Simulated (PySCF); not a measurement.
Al(H)(Me)(OEt) (C₃H₉AlO), SMILES [CH3][AlH][O]CC. Atoms are numbered in the order given.

```xyz
14

Al    -0.0976    -0.1849     1.2247
H     -1.1747    -1.2931     1.6527
C      1.2577     0.5801     2.4061
H      1.8914     1.3238     1.8824
H      1.9219    -0.2098     2.8175
H      0.7893     1.0818     3.2799
O     -0.1417     0.3846    -0.4007
C     -0.9145     0.0718    -1.5369
C     -0.0685    -0.5997    -2.6130
H     -1.7799    -0.5868    -1.2765
H     -1.3487     1.0152    -1.9437
H      0.3332    -1.5689    -2.2514
H     -0.6681    -0.7934    -3.5260
H      0.7910     0.0443    -2.8885
```

Geometry: PBE-D3(BJ)/def2-SVP. The values are those of a single conformer.

Calculation: PBE-D3(BJ)/def2-SVP run with PySCF 2.14.0.

Frequencies are harmonic and unscaled.

Computed harmonic wavenumbers and intensities:
| mode | ν (cm⁻¹) | IR (km/mol) | moving atoms (share of kinetic energy) |
|---|---|---|---|
| 1 | 43 | 0.3 | H 68 %, C 16 %, O 12 % |
| 2 | 56 | 0.0 | H 54 %, Al 22 %, C 18 % |
| 3 | 79 | 1.2 | C 37 %, O 32 %, H 30 % |
| 4 | 106 | 2.0 | H 43 %, C 25 %, O 20 %, Al 12 % |
| 5 | 204 | 8.4 | H 31 %, C 27 %, O 23 %, Al 19 % |
| 6 | 275 | 1.8 | H 83 %, C 10 % |
| 7 | 382 | 9.0 | H 54 %, C 24 %, O 12 %, Al 10 % |
| 8 | 425 | 49.8 | H 62 %, O 20 %, C 11 % |
| 9 | 553 | 19.2 | H 62 %, C 33 % |
| 10 | 632 | 97.6 | H 42 %, Al 21 %, C 19 %, O 18 % |
| 11 | 654 | 95.3 | H 74 %, C 17 %, Al 9 % |
| 12 | 686 | 7.9 | H 45 %, C 28 %, Al 19 %, O 8 % |
| 13 | 758 | 201.4 | H 52 %, Al 28 %, C 16 % |
| 14 | 787 | 0.6 | H 91 % |
| 15 | 929 | 31.8 | H 44 %, C 36 %, O 15 % |
| 16 | 1070 | 10.2 | C 56 %, H 41 % |
| 17 | 1131 | 38.6 | H 54 %, C 39 % |
| 18 | 1162 | 32.1 | H 60 %, C 27 %, O 13 % |
| 19 | 1168 | 280.2 | H 34 %, C 33 %, O 31 % |
| 20 | 1266 | 10.8 | H 90 % |
| 21 | 1325 | 4.0 | H 80 %, C 20 % |
| 22 | 1361 | 44.7 | H 73 %, C 26 % |
| 23 | 1375 | 2.6 | H 96 % |
| 24 | 1377 | 2.5 | H 95 % |
| 25 | 1403 | 7.2 | H 97 % |
| 26 | 1420 | 0.9 | H 96 % |
| 27 | 1447 | 5.7 | H 92 % |
| 28 | 1862 | 187.4 | H 96 % |
| 29 | 2898 | 75.1 | H 94 % |
| 30 | 2951 | 43.6 | H 91 %, C 9 % |
| 31 | 2966 | 1.9 | H 97 % |
| 32 | 2968 | 17.7 | H 97 % |
| 33 | 3053 | 3.6 | H 91 %, C 9 % |
| 34 | 3060 | 29.4 | H 91 %, C 9 % |
| 35 | 3068 | 19.1 | H 91 %, C 9 % |
| 36 | 3079 | 3.3 | H 91 %, C 9 % |
